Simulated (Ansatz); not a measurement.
`C[S][SnH]([Cl])[Cl]` + CH₃OH → `C[O][SnH]([Cl])[Cl]` + CH₃SH  (ligand exchange at the Sn–S bond)

Calculated with Ansatz (gas phase, PBE0-D4/def2-TZVP geometries, no zero-point term in ΔE). CCSD(T)/CBS adds triple-zeta CCSD(T) − MP2 to the extrapolated MP2 energy (def2 sets, frozen cores). This one scheme is used for every species. Functionals use def2-TZVPP. def2 core potentials past Kr. For Sn outer-core shells are correlated without core-valence functions, which leaves a few kJ/mol of doubt a bond. Each species was taken in one conformer, which may not be the lowest.

(1) Is it downhill or uphill in electronic energy at CCSD(T)/CBS, and by how much? (Best estimate.)

(2) What do these levels give: B2PLYP, PBE, revPBE, BLYP, r2SCAN0, HF/def2-QZVPP? (An estimate is asked.)

Largest T1 diagnostic among the species: 0.013.

Results:

(1) Ansatz gave: Uphill: ΔE = +39.8 kJ/mol.

(2) Computed: B2PLYP 35.6, PBE 42.0, revPBE 40.9, BLYP 32.2, r2SCAN0 43.7, HF/def2-QZVPP 32.0 kJ/mol.

From BLYP to BHLYP (50 % exact exchange), in def2-TZVPP and without D4, ΔE moves by +4.7 kJ/mol. At CCSD(T), def2-SVP lies −6.2 kJ/mol from the extrapolated value and def2-TZVPP −3.6 kJ/mol.
